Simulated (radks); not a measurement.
The numbers below are computed, except where a source is named.
Question: Ionisation of S3+, [Ne] 3s2 3p1, to S4+, [Ne] 3s2, under several functionals. Scalar-relativistic Kohn-Sham, spin-polarised, spherical densities, finite nucleus; open shells are filled with parallel spins first; a radial shooting solver on a logarithmic mesh with Libxc functionals. Known Delta-SCF values: PBEsol 47.165 eV; OLYP 47.154 eV; PW91 47.304 eV. What does Wu-Cohen GGA give, and what is its highest occupied eigenvalue?

Answer: 47.240 eV by Delta-SCF; the 3p eigenvalue is -41.003 eV. NIST: 47.22 eV (semi-empirical).
